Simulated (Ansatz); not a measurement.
# C4H6BFSi: where a starting geometry ends

The starting geometry of this gas-phase singlet was optimised with GFN2-xTB; its bonds are those of `B[Si]1(F)C=CC=C1`.

```xyz
13

C    -2.2384    1.1810   -0.0204
C    -1.8620    0.4214   -1.0540
C    -0.6716   -0.3927   -0.8563
C    -0.0788   -0.2955    0.3382
B    -0.0214    2.5537    2.0299
F    -1.7346    0.2011    2.6258
Si   -0.9869    0.9950    1.3995
H     0.5523    3.2569    1.2950
H     0.0098    2.8248    3.1649
H    -3.1027    1.8229   -0.0644
H    -2.3940    0.3682   -1.9941
H    -0.3316   -1.0428   -1.6507
H     0.8098   -0.8528    0.5842
```

Q: Predict what becomes of its bonds when it is optimised with r2SCAN-D4/def2-SVP.

A: It keeps its bonds, and is `B[Si]1(F)C=CC=C1`.

The energy falls by 0.26 eV over 11 steps:

```csv
step,E − E(last) (eV)
1,0.262
2,0.075
3,0.040
4,0.023
5,0.020
7,0.001
8,0.001
9,0.000
10,0.000
11,0.000
```

Final geometry (Å):

```yaml
atoms:
  - { symbol: C, position_ang: [-2.3380, 1.1373, 0.0948] }
  - { symbol: C, position_ang: [-1.7937, 0.5539, -1.0055] }
  - { symbol: C, position_ang: [-0.5841, -0.2706, -0.8045] }
  - { symbol: C, position_ang: [-0.1110, -0.3810, 0.4649] }
  - { symbol: B, position_ang: [-0.0680, 2.4347, 1.8383] }
  - { symbol: F, position_ang: [-1.8137, 0.1408, 2.8417] }
  - { symbol: Si, position_ang: [-1.1482, 0.7871, 1.4971] }
  - { symbol: H, position_ang: [0.4443, 2.9748, 0.8869] }
  - { symbol: H, position_ang: [0.1062, 2.9173, 2.9322] }
  - { symbol: H, position_ang: [-3.2163, 1.7850, 0.0353] }
  - { symbol: H, position_ang: [-2.2058, 0.6681, -2.0164] }
  - { symbol: H, position_ang: [-0.1145, -0.7577, -1.6688] }
  - { symbol: H, position_ang: [0.7927, -0.9483, 0.7017] }
```

No frequencies were run, so the end isn't proven a minimum. Run with Ansatz 0.2.0, 85 s on 2 threads of Intel(R) Xeon(R) Processor @ 2.50GHz (Skylake/Cascade Lake) (shared host).
